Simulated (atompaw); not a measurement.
**nitrogen (N): PAW (atompaw) pseudisation with PBE, scalar-relativistic reference atom.**

N (Z = 7), PAW, made with atompaw 4.2.0.5 (PBE, scalar-relativistic). Core [He], reference 2s2 2p2 (charge +1). Waves: 2s (bound): rc 1.00 bohr; 2s channel at 2.5 Ry: rc 1.85 bohr; 2p (bound): rc 1.85 bohr; 2p channel at 0.7 Ry: rc 1.55 bohr; 3d channel at 0.2 Ry: rc 1.85 bohr; 3d channel at 2.7 Ry: rc 1.85 bohr. Local part: bessel scheme, radius 1.70 bohr. Core correction: smooth core density matched at 1.50 bohr. Augmentation charge: sinc compensation charge, radius 1.40 bohr; PAW radius 1.85 bohr; waves and projectors: custom polynom vanderbiltortho.

Problem. Estimate the cutoffs (Ry, on a coarse ladder) from which the occupation-weighted sum of valence levels, in a spherical-Bessel basis at the reference potential, stays within 10 and 1 mRy of its value at 400 Ry.

Solution. 40 Ry and 55 Ry.

Problem. What does a ghost test show?

Solution. No extra level below or beside the all-electron valence levels (s, p, d, f tested).

Problem. Is the overlap operator S = 1 + Σ q|β⟩⟨β| positive definite (Bessel basis up to 400 Ry)?

Solution. Yes: its lowest eigenvalue is 0.59 (s channel).

Problem. Which valence shell sets the plane-wave cutoff?

Solution. 2s: its level needs 50 Ry to come within 1 mRy, against 21 Ry for 2p.
